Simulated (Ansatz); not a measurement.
Energy difference R1 → P1 + P2, each structure at its B3LYP-D3(BJ)/def2-TZVP stationary point, reached from a drawn start (curvature not checked).
R1, CrF3 (SMILES [F][Cr]([F])[F]) (charge 0, multiplicity 4):
```xyz
4

Cr     0.000     0.000     0.001
F      1.732    -0.010    -0.010
F     -0.857     1.505    -0.002
F     -0.874    -1.495     0.011
```
P1, CrF2 (SMILES [F][Cr][F]) (charge 0, multiplicity 5, Z-matrix in Å and degrees):
```
Cr
F 1 1.7759
F 1 1.7759 2 137.35
```
P2: F atom, charge 0, multiplicity 2.

P less R. No zero-point or thermal terms; open shells are unrestricted; no spin–orbit coupling. The spin states of the d-block species are the ones drawn and need not be the lowest.

Cores are frozen in the correlated methods.

The values were computed with Ansatz (Gaussian orbitals). Each number belongs to the level named beside it.

### Question
Give the reaction energy at the level MP2/def2-SVP.

### Answer
3.97 eV

### Question
What reaction energy does CCSD(T)/def2-QZVPP give?

### Answer
4.43 eV

### Question
What is the computed reaction energy (HF/def2-SVP)?

### Answer
1.46 eV

Ansatz is a first-principles code.
